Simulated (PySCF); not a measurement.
ReO₄, SMILES [O]=[Re-](=[O])(=[O])=[O], charge -1, multiplicity 1.

Coordinates come from a PBE0-D3(BJ)/def2-SVPD optimisation. The multiplicity is an assumed one; other spin states were not compared. The isomer is the one that the SMILES or the coordinates give; other isomers of the formula were not compared. The def2 effective core potentials stand for the cores of Re; spin–orbit coupling is left out.

Level of theory: PySCF with B3LYP/def2-SVPD.

Symmetry labels are those of the subgroup D2 that the program uses (full group Td).

Problem. List the valence orbital energies around the gap with their symmetry. (The exact figures need the calculation; the answer reports its results.)

Solution. 
```
orbital  symmetry  energy (eV)
-------  --------  -----------
HOMO−7          A        -7.35
HOMO−6          A        -5.67
HOMO−5         B1        -4.22
HOMO−4         B2        -4.22
HOMO−3         B3        -4.22
HOMO−2         B1        -3.68
HOMO−1         B2        -3.68
HOMO           B3        -3.68
LUMO            A         2.98
LUMO+1          A         2.98
LUMO+2          A         3.86
LUMO+3         B1         4.69
```
